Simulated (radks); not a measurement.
Trend from K+ to Kr+: ionisation energy by Delta-SCF between NIST ground configurations, and size. Method: scalar-relativistic Kohn-Sham, SCAN, spin-polarised, spherical densities, finite nucleus; open shells are filled with parallel spins first; meta-GGA in the generalised Kohn-Sham scheme; Fermi nuclear charge, rms radius of each element as measured or else 0.836 A^(1/3) + 0.57 fm; computed with a radial shooting solver on a logarithmic mesh with Libxc functionals.

species,configuration,IE (eV),NIST (eV),kind,-e(HOMO) (eV),outermost,<r> outermost (bohr),r at 0.001 e/bohr^3 (bohr)
K+,[Ar],32.125,31.625,exp.,25.482 (3p),3p,1.42,3.29
Sc+,[Ar] 3d1 4s1,13.066,12.800,exp.,10.203 (3d),4s,3.32,4.27
Ti+,[Ar] 3d2 4s1,14.023,13.576,exp.,11.219 (4s),4s,3.11,4.17
V+,[Ar] 3d4,15.792,14.63,exp.,9.857 (3d),3d,1.51,3.60
Cr+,[Ar] 3d5,17.360,16.486,exp.,11.021 (3d),3d,1.37,3.52
Mn+,[Ar] 3d5 4s1,16.356,15.640,exp.,13.042 (4s),4s,2.69,3.87
Fe+,[Ar] 3d6 4s1,16.898,16.199,exp.,12.420 (3d),4s,2.61,3.82
Co+,[Ar] 3d8,17.479,17.084,exp.,10.851 (3d),3d,1.17,3.42
Ni+,[Ar] 3d9,19.296,18.169,exp.,12.286 (3d),3d,1.08,3.35
Cu+,[Ar] 3d10,21.055,20.292,exp.,13.671 (3d),3d,1.01,3.29
Kr+,[Ar] 3d10 4s2 4p5,24.556,24.360,exp.,19.366 (4p),4p,1.83,3.71

Reference values: NIST Atomic Spectra Database (exp. = measured, semi-emp. = semi-empirical, theory = theoretical value adopted there). Open shells are spherical and high-spin; term and fine-structure splittings are not resolved.
